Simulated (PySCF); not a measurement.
Isomers of C3H5N. Isolated molecules, 0 K electronic values unless said otherwise. One relaxed conformer stands for each flexible species; it need not be the lowest. Strings in code marks are SMILES.

The LUMO from two functionals at the same geometries (B3LYP-D3(BJ)/def2-TZVP), both in PySCF: PBE-D3(BJ)/def2-TZVP and B3LYP-D3(BJ)/def2-TZVP. B3LYP has the VWN-RPA correlation part, as in Gaussian. 

| species | PBE-D3(BJ)/def2-TZVP (eV) |
|---|---|
| `C=C=NC` | -0.90 |
| `C1CC=N1` | -1.25 |
| `NC=C=C` | -0.87 |
| `CC=C=N` | -1.13 |
| `C=CN=C` (C–C–N–C torsion 180°) | -2.26 |
| `N=C1CC1` | -1.39 |

Q: What does B3LYP-D3(BJ)/def2-TZVP give for each?

A: 
- `C=C=NC`: -0.07
- `C1CC=N1`: -0.39
- `NC=C=C`: -0.16
- `CC=C=N`: -0.31
- `C=CN=C` (C–C–N–C torsion 180°): -1.47
- `N=C1CC1`: -0.55
Over these rows, drawn at random from the members with no instability flagged (it was tested for open shells, ions and some series alone), PBE minus B3LYP-D3(BJ): mean -0.81 eV, from -0.86 eV to -0.71 eV.
